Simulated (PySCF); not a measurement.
NMR data simulated for an unnamed compound:

$^{1}$H NMR (600 MHz, computed): δ 4.54 (s, 3H), 4.38 (s, 3H).

$^{13}$C{$^{1}$H} NMR (computed): δ 208.2 (C), 174.6 (C), 131.4 (C), 110.7 (C), 63.9 (CH3).

[PySCF 2.14.0 with density-fitted response routines: PBE0/pcSseg-1 with gauge-including orbitals; GFN2-xTB geometry; one computed conformer; averaged over atoms made equivalent by symmetry, fast rotation or ring inversion; isolated molecule; non-relativistic]

Scale: $^{1}$H, $^{13}$C against TMS (reference shieldings calculated alike).

Q: Which of these does the molecule contain: a (CH3)2CH unit, a nitrile, a non-aromatic C=C double bond, a CF3 group, a methoxy group, an aldehyde?

A: 
- A (CH3)2CH unit: no.
- A nitrile: no.
- A non-aromatic C=C double bond: yes.
- A CF3 group: yes (δC 131.4).
- A methoxy group: yes (δC 63.9; δH 4.38 (s)).
- An aldehyde: no.

The data belong to SMILES CO/C([SiH3])=C(/C(=O)F)C(F)(F)F, C5H6F4O2Si; they needn't prove each group on their own.

Carbon signals by region: 2 in the far downfield region (above 160 ppm), 2 in the sp2 and nitrile region (100–160 ppm), 1 at 50–100 ppm. Above 160 ppm: 208.2, alkene carbon bearing oxygen, 174.6, carbonyl carbon.

Splittings by $^{19}$F in the carbon and heteronuclear signals aren't shown, as no couplings were computed. Shifts are as computed. Against solution values, carbons near 30 ppm lie about +3 ppm off and those near 130 ppm about +5 ppm. Of 1211 compounds with measured shifts, 218 miss one by over three times the rms of a fit or turn the order of signals round; such compounds aren't used in these exercises. No couplings were computed; multiplicities are counted from neighbouring protons, with m where these are inequivalent, close in shift, in a saturated or five-membered ring or joined by F or P, and br s for small geminal =CH2 splittings.
